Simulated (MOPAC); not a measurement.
MOPAC input (PM7):

```
PM7 PRECISE GNORM=0.05 LET XYZ GEO-OK AUX(PRECISION=9) THREADS=1
C2H4F2

C    -1.37308800 1   -0.06811400 1    0.02920800 1
C     0.09606700 1   -0.07983600 1    0.33989700 1
F     0.74318600 1   -0.99023900 1   -0.45604100 1
F     0.64842300 1    1.14679300 1    0.07269500 1
H    -1.80041500 1   -1.05106100 1    0.22648500 1
H    -1.52042400 1    0.18509700 1   -1.02062000 1
H    -1.87675600 1    0.67054400 1    0.65243700 1
H     0.33522900 1   -0.32587100 1    1.37717900 1
```

Output:

```
 *******************************************************************************
 **                                                                           **
 **                              MOPAC v23.2.5                                **
 **                                                                           **
 *******************************************************************************
 ** MOPAC's Digital Object Identifier: https://doi.org/10.5281/zenodo.6511958 **
 **                                                                           **
 ** Please cite the open-source release paper for use of this MOPAC version:  **
 ** J. E. Moussa and J. J. P. Stewart (2026)                                  **
 ** MOPAC: An open-source semiempirical molecular orbital program             **
 ** J. Open Source Softw., 11(119), 8025, https://doi.org/10.21105/joss.08025 **
 *******************************************************************************

                              PM7 CALCULATION RESULTS

 *******************************************************************************
 *  PM7        - The PM7 Hamiltonian to be used
 *  GEO-OK     - OVERRIDE INTERATOMIC DISTANCE AND OTHER SAFETY CHECKS
 *  LET        - OVERRIDE SOME SAFETY CHECKS
 *  PRECISE    - TIGHTER CRITERIA TO BE USED
 *  XYZ        - CARTESIAN COORDINATE SYSTEM TO BE USED
 *  GNORM      - EXIT WHEN GRADIENT NORM DROPS BELOW 0.050
 *  AUX        - OUTPUT AUXILIARY INFORMATION
 *******************************************************************************
PM7 PRECISE GNORM=0.05 LET XYZ GEO-OK AUX(PRECISION=9) THREADS=1
 C2H4F2

   ATOM   CHEMICAL          X               Y               Z
  NUMBER   SYMBOL      (ANGSTROMS)     (ANGSTROMS)     (ANGSTROMS)

     1       C         -1.37308800  *  -0.06811400  *   0.02920800  *
     2       C          0.09606700  *  -0.07983600  *   0.33989700  *
     3       F          0.74318600  *  -0.99023900  *  -0.45604100  *
     4       F          0.64842300  *   1.14679300  *   0.07269500  *
     5       H         -1.80041500  *  -1.05106100  *   0.22648500  *
     6       H         -1.52042400  *   0.18509700  *  -1.02062000  *
     7       H         -1.87675600  *   0.67054400  *   0.65243700  *
     8       H          0.33522900  *  -0.32587100  *   1.37717900  *

          CARTESIAN COORDINATES

    NO.       ATOM           X           Y           Z

     1         C         -1.3731     -0.0681      0.0292
     2         C          0.0961     -0.0798      0.3399
     3         F          0.7432     -0.9902     -0.4560
     4         F          0.6484      1.1468      0.0727
     5         H         -1.8004     -1.0511      0.2265
     6         H         -1.5204      0.1851     -1.0206
     7         H         -1.8768      0.6705      0.6524
     8         H          0.3352     -0.3259      1.3772

 General Reference for PM7:
 "Optimization of Parameters for Semiempirical Methods VI: More Modifications to the
 NDDO Approximations and Re-optimization of Parameters", J. J. P. Stewart, J. Mol. Mod., 1:32, 19 (2013)
 https://link.springer.com/article/10.1007/s00894-012-1667-x

           Empirical Formula: C2 H4 F2  =     8 atoms

      MOLECULAR POINT GROUP   :   Cs

      RHF CALCULATION, NO. OF DOUBLY OCCUPIED LEVELS = 13

          Geometry optimization using EF

          DIAGONAL MATRIX USED AS START HESSIAN

 CYCLE:     1  GRAD.:    64.225 HEAT: -110.3493
 CYCLE:     2  GRAD.:   444.264 HEAT: -84.40244
 CYCLE:     3  GRAD.:    71.856 HEAT: -110.0171
 CYCLE:     4  GRAD.:   116.934 HEAT: -107.8526
 CYCLE:     5  GRAD.:   114.427 HEAT: -107.8483
 CYCLE:     6  GRAD.:    98.454 HEAT: -107.7089
 CYCLE:     7  GRAD.:    94.192 HEAT: -108.7058
 CYCLE:     8  GRAD.:   133.791 HEAT: -106.2085
 CYCLE:     9  GRAD.:    39.757 HEAT: -112.1251
 CYCLE:    10  GRAD.:    68.624 HEAT: -111.8104
 CYCLE:    11  GRAD.:   173.774 HEAT: -103.7894
 CYCLE:    12  GRAD.:    70.959 HEAT: -111.0815
 CYCLE:    13  GRAD.:   125.884 HEAT: -105.8151
 CYCLE:    14  GRAD.:    10.349 HEAT: -113.1711
 CYCLE:    15  GRAD.:     9.621 HEAT: -113.2170
 CYCLE:    16  GRAD.:    18.185 HEAT: -113.1257
 CYCLE:    17  GRAD.:     3.882 HEAT: -113.2510
 CYCLE:    18  GRAD.:     1.822 HEAT: -113.2595
 CYCLE:    19  GRAD.:     0.267 HEAT: -113.2614
 CYCLE:    20  GRAD.:     0.215 HEAT: -113.2614
 CYCLE:    21  GRAD.:     0.043 HEAT: -113.2615

     GRADIENT =  0.04270 IS LESS THAN CUTOFF =  0.05000

 -------------------------------------------------------------------------------
 PM7 PRECISE GNORM=0.05 LET XYZ GEO-OK AUX(PRECISION=9) THREADS=1
 C2H4F2

     GEOMETRY OPTIMISED USING EIGENVECTOR FOLLOWING (EF).
     SCF FIELD WAS ACHIEVED

                              PM7 CALCULATION
                                                       MOPAC v23.2.5 Linux

          FINAL HEAT OF FORMATION =       -113.26148 KCAL/MOL =    -473.88602 KJ/MOL

          COSMO AREA              =         92.27 SQUARE ANGSTROMS
          COSMO VOLUME            =         74.70 CUBIC ANGSTROMS

          GRADIENT NORM           =          0.04270          =       0.01510 PER ATOM
          IONIZATION POTENTIAL    =         12.850338 EV
          HOMO LUMO ENERGIES (EV) =        -12.850  2.632
          NO. OF FILLED LEVELS    =         13
          MOLECULAR WEIGHT        =         66.0504         POINT GROUP:  Cs

          MOLECULAR DIMENSIONS (Angstroms)

            Atom       Atom       Distance
            H     7    F     3     3.30979
            H     5    F     4     3.13718
            H     6    H     8     2.91782

          SCF CALCULATIONS        =         22

   ATOM   CHEMICAL          X               Y               Z
  NUMBER   SYMBOL      (ANGSTROMS)     (ANGSTROMS)     (ANGSTROMS)

     1       C         -1.38354245  *  -0.06972714  *   0.03325166  *
     2       C          0.10341070  *  -0.08475641  *   0.36151678  *
     3       F          0.75941875  *  -0.93093054  *  -0.45788973  *
     4       F          0.66942227  *   1.09694889  *   0.04375158  *
     5       H         -1.84319295  *  -1.05039113  *   0.21702546  *
     6       H         -1.58184273  *   0.18345246  *  -1.01983247  *
     7       H         -1.92047880  *   0.66810962  *   0.64478919  *
     8       H          0.33224053  *  -0.34099801  *   1.43859376  *

                             CARTESIAN COORDINATES

   1    C       -1.383542451    -0.069727139     0.033251660
   2    C        0.103410697    -0.084756407     0.361516781
   3    F        0.759418753    -0.930930545    -0.457889732
   4    F        0.669422265     1.096948888     0.043751583
   5    H       -1.843192950    -1.050391127     0.217025457
   6    H       -1.581842728     0.183452461    -1.019832468
   7    H       -1.920478802     0.668109617     0.644789187
   8    H        0.332240528    -0.340998015     1.438593759

           Empirical Formula: C2 H4 F2  =     8 atoms

      MOLECULAR POINT GROUP   :   Cs

                  EIGENVALUES
 -41.00933 -40.61738 -27.31863 -22.17477 -18.31716 -17.80899 -17.30837 -15.96996
 -15.16076 -15.01120 -14.03661 -13.68588 -12.85034   2.63187   2.94836   3.18357
   4.31741   5.01520   5.10390   6.21831

              NET ATOMIC CHARGES AND DIPOLE CONTRIBUTIONS

  ATOM NO.   TYPE          CHARGE      No. of ELECS.   s-Pop       p-Pop
    1          C          -0.518137        4.5181     1.06217     3.45596
    2          C           0.307917        3.6921     1.14512     2.54696
    3          F          -0.225286        7.2253     1.96894     5.25635
    4          F          -0.225272        7.2253     1.96894     5.25634
    5          H           0.171343        0.8287     0.82866
    6          H           0.179617        0.8204     0.82038
    7          H           0.171306        0.8287     0.82869
    8          H           0.138511        0.8615     0.86149
 DIPOLE           X         Y         Z       TOTAL
 POINT-CHG.    -2.191    -0.515     1.686     2.812
 HYBRID         0.124     0.077    -0.288     0.323
 SUM           -2.067    -0.438     1.398     2.533

          ATOMIC ORBITAL ELECTRON POPULATIONS

     Atom    s        px        py        pz
    1  C   1.06217   1.04919   1.19726   1.20951
    2  C   1.14512   0.87596   0.72290   0.94810
    3  F   1.96894   1.81590   1.70600   1.73444
    4  F   1.96894   1.85756   1.45217   1.94661
    5  H   0.82866
    6  H   0.82038
    7  H   0.82869
    8  H   0.86149

 **********************
 *                    *
 * JOB ENDED NORMALLY *
 *                    *
 **********************

 == MOPAC DONE ==
```

The geometry given is a B3LYP-D3(BJ)/def2-TZVP minimum.
